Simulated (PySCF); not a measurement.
A geometry optimisation, step by step.

Compound: CH₉PSi₂.
Bonds: Si1–C2, C2–Si3, Si3–P4. Hydrogens: H5, H6, H7 on Si1; H8, H9 on C2; H10, H11 on Si3; H12, H13 on P4.

Method: PBE0-D3(BJ)/def2-SVP geometry optimisation, gas phase in PySCF 2.14.0; density fitting, grid level 1; the optimiser is geomeTRIC in internal coordinates, started from a GFN2-xTB structure with every atom displaced at random (about 0.01 Å). The frame can shift and turn from step to step; on so coarse a grid that alone can change the energy by a few meV, and forces under 0.02 eV/Å are noise.

Step 0: E = -26207.7358 eV, largest atomic force 1.897 eV/Å
```
atom  x, y, z in Å  |  force x, y, z in eV/Å
Si1    -2.237   -0.199   -0.481    0.276   0.380   0.276
C2     -0.522   -0.586    0.150    0.197   0.711  -0.321
Si3     0.876    0.399   -0.660    0.277  -0.581   1.117
P4      2.846   -0.342    0.248   -1.067  -1.569  -0.016
H5     -2.566    1.223   -0.216   -0.047   0.238   0.033
H6     -3.236   -1.024    0.197   -0.472  -0.404   0.256
H7     -2.311   -0.416   -1.926   -0.045  -0.137  -0.602
H8     -0.474   -0.421    1.227   -0.050   0.210   0.442
H9     -0.325   -1.639    0.019    0.193  -0.839  -0.242
H10     0.979    0.135   -2.082   -0.045  -0.150  -0.872
H11     0.695    1.842   -0.444   -0.126   0.471   0.039
H12     2.699    0.376    1.433   -0.141   0.387   0.719
H13     3.581    0.635   -0.337    1.050   1.284  -0.828
```

Step 1: E = -26207.8825 eV, largest atomic force 0.457 eV/Å
```
atom  x, y, z in Å  |  force x, y, z in eV/Å
Si1    -2.214   -0.408   -0.282   -0.063  -0.017  -0.054
C2     -0.498   -0.826    0.365    0.171  -0.184   0.135
Si3     0.936    0.123   -0.399   -0.107   0.083  -0.182
P4      2.919   -0.576    0.467    0.131   0.418  -0.026
H5     -2.531    1.030   -0.024    0.010   0.008   0.004
H6     -3.261   -1.248    0.385    0.060   0.027  -0.001
H7     -2.293   -0.653   -1.756    0.015   0.010   0.014
H8     -0.484   -0.651    1.455   -0.033   0.005  -0.006
H9     -0.311   -1.908    0.223   -0.046   0.093  -0.009
H10     0.983   -0.144   -1.876    0.029   0.010   0.092
H11     0.706    1.592   -0.210    0.052  -0.026   0.009
H12     2.743    0.158    1.694    0.033  -0.103  -0.174
H13     3.674    0.491   -0.167   -0.252  -0.324   0.201
```

Step 2: E = -26207.8928 eV, largest atomic force 0.126 eV/Å
```
atom  x, y, z in Å  |  force x, y, z in eV/Å
Si1    -2.206   -0.409   -0.280   -0.033   0.002  -0.023
C2     -0.492   -0.827    0.370    0.074  -0.059   0.084
Si3     0.929    0.131   -0.407   -0.043   0.028  -0.054
P4      2.901   -0.577    0.461    0.033   0.086  -0.027
H5     -2.521    1.030   -0.023    0.004   0.003  -0.002
H6     -3.247   -1.248    0.392    0.001   0.004   0.006
H7     -2.282   -0.655   -1.753    0.007   0.006   0.001
H8     -0.479   -0.650    1.460   -0.014   0.011  -0.013
H9     -0.306   -1.906    0.226   -0.008   0.016  -0.020
H10     0.982   -0.137   -1.879    0.001  -0.002   0.011
H11     0.712    1.600   -0.214    0.011  -0.005   0.007
H12     2.730    0.150    1.682    0.001  -0.017  -0.011
H13     3.646    0.478   -0.162   -0.033  -0.073   0.042
```

Step 3: E = -26207.8937 eV, largest atomic force 0.043 eV/Å
```
atom  x, y, z in Å  |  force x, y, z in eV/Å
Si1    -2.205   -0.410   -0.277   -0.006   0.000  -0.006
C2     -0.489   -0.828    0.374    0.017  -0.016   0.036
Si3     0.924    0.135   -0.411   -0.004   0.012  -0.013
P4      2.897   -0.577    0.455   -0.011  -0.013  -0.005
H5     -2.517    1.031   -0.024    0.001   0.001  -0.001
H6     -3.246   -1.246    0.395   -0.003   0.002   0.002
H7     -2.276   -0.656   -1.750    0.002   0.001   0.000
H8     -0.476   -0.649    1.464   -0.005   0.006  -0.005
H9     -0.303   -1.906    0.228    0.002  -0.001  -0.012
H10     0.974   -0.133   -1.882   -0.006  -0.003  -0.003
H11     0.711    1.603   -0.214   -0.001   0.000   0.003
H12     2.727    0.144    1.677   -0.004  -0.001   0.010
H13     3.647    0.471   -0.161    0.019   0.010  -0.006
```

Step 4: E = -26207.8940 eV, largest atomic force 0.026 eV/Å
```
atom  x, y, z in Å  |  force x, y, z in eV/Å
Si1    -2.204   -0.410   -0.275    0.004   0.000   0.000
C2     -0.487   -0.827    0.378   -0.006  -0.002   0.010
Si3     0.921    0.137   -0.413    0.011   0.005   0.000
P4      2.894   -0.579    0.448   -0.013  -0.023  -0.001
H5     -2.514    1.032   -0.024    0.000   0.001   0.000
H6     -3.246   -1.244    0.399   -0.002   0.001   0.001
H7     -2.273   -0.658   -1.748   -0.001  -0.001   0.000
H8     -0.474   -0.647    1.467    0.000   0.002  -0.001
H9     -0.301   -1.905    0.229    0.004  -0.002  -0.004
H10     0.965   -0.130   -1.884   -0.007  -0.001  -0.003
H11     0.709    1.605   -0.213   -0.003   0.001   0.000
H12     2.726    0.136    1.674   -0.003   0.001   0.006
H13     3.651    0.468   -0.162    0.016   0.018  -0.009
```

Question: Summarise the path.

Answer: The energy falls by 15.26 kJ/mol from step 0 to step 4; nine tenths of that is first reached at step 1. It falls at every step. The largest force goes from 1.897 to 0.026 eV/Å. Among the bonds P4–H13 changes most, from 1.356 to 1.428 Å; the atoms move by 0.043 Å rms after alignment.

The cost below is that of the whole optimisation. On one thread of an Arm Neoverse V1, on a shared host, this took 24 s and 0.47 GiB of memory at its peak.
